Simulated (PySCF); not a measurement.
Spectrum to structure. The calculation used TDDFT B3LYP/def2-SVPD, vertical, gas phase, core orbitals frozen in the response in PySCF 2.14.0, density-fitted response routines. Geometries: PBE0-D3(BJ)/def2-SVP, one conformer each.

| state | E (eV) | λ (nm) | f |
| --- | --- | --- | --- |
| S1 | 6.42 | 193.2 | 0.030 |
| S2 | 7.13 | 173.8 | 0.0000 |
| S3 | 7.34 | 169.0 | 0.0005 |
| S4 | 7.38 | 167.9 | 0.047 |
| S5 | 7.44 | 166.6 | 0.0008 |
| S6 | 7.58 | 163.5 | 0.0051 |
| S7 | 7.86 | 157.7 | 0.023 |
| S8 | 7.92 | 156.5 | 0.062 |
| S9 | 8.07 | 153.7 | 0.0010 |
| S10 | 8.17 | 151.8 | 0.016 |

**Question.** Which candidate is it? All have the formula C8H18O.
A. `CC(OC(C)(C)C)(C)C`
B. `CCCCCCCCO`
C. `CCCCCC[C@H](C)O`

**Answer.** A. Its S1, at 6.42 eV, is the lowest among the candidates; the nearest of the others has S1 at 6.70 eV. S1 is HOMO→LUMO (99%). Löwdin shares by element: HOMO oxygen 57%, carbon 21% or more (atoms not listed hold the other 23%); LUMO carbon 31% or more (atoms not listed hold the other 69%). At the same level the other candidates give, for their lowest levels:
- `CCCCCCCCO`: 6.70 eV (f 0.006); 7.60 eV (f 0.004); 7.68 eV (f 0.029); 7.81 eV (f 0.005); 8.01 eV (f 0.003); T1 6.45 eV; HOMO -7.60, LUMO 0.26 eV
- `CCCCCC[C@H](C)O`: 6.81 eV (f 0.018); 7.38 eV (f 0.002); 7.63 eV (f 0.002); 7.86 eV (f 0.004); 7.89 eV (f 0.001); T1 6.57 eV; HOMO -7.53, LUMO 0.36 eV

Shape of the structure used: `[CH3:1][C:2]([CH3:3])([CH3:4])[O:5][C:6]([CH3:7])([CH3:8])[CH3:9]`: C1–C2–O5–C6 -46°, C2–O5–C6–C7 -46°.
Triplets come from the Tamm–Dancoff approximation.
